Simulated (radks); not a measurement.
Hf III, 70 electrons, occupied as [Xe] 4f14 5d(up 1, down 1) 6s(up 0, down 0) (spins set by hand, not the high-spin state).

Calculated with a radial shooting solver on a logarithmic mesh with Libxc functionals: scalar-relativistic Kohn-Sham, PBE, spin-polarised, spherical densities, point nucleus.

Energy parts (Ry):
part                       energy
total                 -30154.8057
kinetic                33044.9559
electron-nucleus      -74319.2613
Hartree                11733.9635
exchange-correlation    -614.4639

Orbitals (lengths in bohr, moments of r in powers of bohr; r(max) is where P^2 peaks):
orbital  occ.  eigenvalue (Ry)   r(max)
1s          2        -4799.729  0.01190
2s          2        -821.7558  0.06805
2p          6        -721.6262  0.05567
3s          2        -188.0958   0.1921
3p          6        -158.1874   0.1898
3d         10        -122.8117   0.1546
4s          2        -38.78095   0.4373
4p          6        -28.97099   0.4582
4d         10        -16.29890   0.4710
4f         14         -2.34532   0.4546
5s          2         -6.03300    1.015
5p          6         -3.72091    1.159
5d          2         -1.22775    1.637
6s          0         -1.28622    2.671

The highest occupied level is 5d at -16.704 eV. The configuration is held as typed, so some empty levels lie below it. Summed over all electrons, <r^2> = 40.34 bohr^2, which gives a Langevin (diamagnetic) susceptibility term of -32 x 10^-6 cm^3/mol. The density falls to 0.001 e/bohr^3 at r = 3.72 bohr.
